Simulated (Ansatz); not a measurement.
Reaction (formal exchange of groups at the Si–Si bond): `C[SiH](N)[SiH2]N` + `C=CCl` → `C=C[SiH2]N` + `C[SiH](N)Cl`

Program: Ansatz. Geometries: PBE0-D4/def2-TZVP. ΔE: electronic, gas phase. CBS: MP2 limit from def2 TZ/QZ plus the TZ coupled-cluster correction, frozen cores. This one scheme is used for every species. DFT in def2-TZVPP. Each species was taken in one conformer, which may not be the lowest.

```
         level  ΔE (kJ/mol)
        PBE-D4       -165.1
     r2SCAN-D4       -184.8
       ωB97X-V       -185.2
CCSD/CBS(def2)       -194.8
```

Question: What does CCSD(T)/CBS give? (An estimate is asked.)

Answer: Computed: -191.2 kJ/mol. The listed levels differ from it by 26.1, 6.4, 6.0, -3.6 kJ/mol.

Largest T1 diagnostic among the species: 0.011.

From PBE to PBE0 (25 % exact exchange), in def2-TZVPP and without D4, ΔE moves by −11.3 kJ/mol. In def2-TZVPP, CCSD(T) changes the Hartree–Fock value by +23.0 kJ/mol (the triples alone add +3.6 kJ/mol) and MP2 by +13.2 kJ/mol.
